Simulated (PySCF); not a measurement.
Harmonic spectrum computed at PBE0 in the def2-TZVP basis family (core potentials from Rb on, PySCF, no spin–orbit coupling):

```tsv
symmetry	ω (cm⁻¹)	IR (km/mol)
a''	637	139
a'	740	130
a'	871	105
a'	962	62.3
a'	1927	407
a'	3885	83.0
```

Task: Which molecule gave it? In each, all ligands are bound to the one heavy central atom.
A. HSi(OH) (singlet)
B. HAl(OH) (doublet)
C. HTi(OH) (triplet)
D. HRu(OH) (quintet)
E. HS(OH) (singlet)

Result: A. It has Cs symmetry with O–H 0.960 Å, Si–H 1.548 Å, Si–O 1.653 Å.
